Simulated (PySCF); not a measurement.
AsH4Si, SMILES [SiH3][AsH], multiplicity 2. Coordinates come from a PBE-D3(BJ)/def2-TZVP optimisation. The isomer is the one that the SMILES or the coordinates give; other isomers of the formula were not compared.

Computed with PBE-D3(BJ)/def2-TZVP (PySCF).

Harmonic wavenumbers (cm⁻¹): 159, 346, 427, 447, 681, 844, 901, 905, 2100, 2140, 2150, 2170. Rotational constants (GHz): 60.68, 3.789, 3.722; symmetry number 1.

Problem. Work out the zero-point energy and the ideal-gas rigid-rotor harmonic-oscillator thermochemistry at 298.15 K and 1 atm.

Solution. ZPE = ½ Σ hcν = ½ × 13270 cm⁻¹ = 79.37 kJ/mol. H − E(el) = 94.12 kJ/mol. Entropy in J/(mol K): translation 167.03, rotation 98.09, vibration 25.94, spin 5.76, total 296.83. G − E(el) = 5.62 kJ/mol. Cp = 69.75 J/(mol K).
